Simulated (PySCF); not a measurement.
# How methods differ on the electron affinity of Eu

Eu⁻ [Xe] 4f7 6s2 6p1 [4f5/2^6 4f7/2^1 6p1/2^1, M_J = 3] → Eu [Xe] 4f7 6s2 [4f5/2^6 4f7/2^1, M_J = 7/2], as a difference of total energies. Computed with PySCF 2.14 in x2c-SVPall-2c with one added diffuse shell each of s, p, d, f type (8s11p10d4f1g, 128 functions), with the two-component X2C-1e Hamiltonian. Correlated levels: [Ar] 3d10 frozen; the 16 highest virtual spinors dropped. "Screened" scales the spin-orbit matrix elements by Boettger's factors to mimic the two-electron term; Breit and QED terms are absent.

```csv
method,electron affinity (eV)
GHF (spin-free),-0.268
GMP2 (spin-free),-0.208
GHF (screened spin-orbit),-0.247
GMP2 (screened spin-orbit),-0.193
```

The configuration of this anion was assumed by filling the next shell in order. It is not the known or likely ground configuration (Ca⁻, Sr⁻ and Ba⁻, for instance, bind a p electron), so these values are not the electron affinity of the element.

The labels give the starting determinants; with spin-orbit coupling the two ends relaxed to ⟨J²⟩ = 14.66, ⟨L²⟩ = 2.20, ⟨S²⟩ = 19.86 and ⟨J²⟩ = 15.76, ⟨L²⟩ = 0.10, ⟨S²⟩ = 15.71.

A negative affinity means that the anion lies above the atom at that level of theory.

The determinant of Eu⁻ mixes levels of different J (the jj label is only the starting occupation), so the difference between spin-free and spin-orbit rows is not the physical spin-orbit shift.
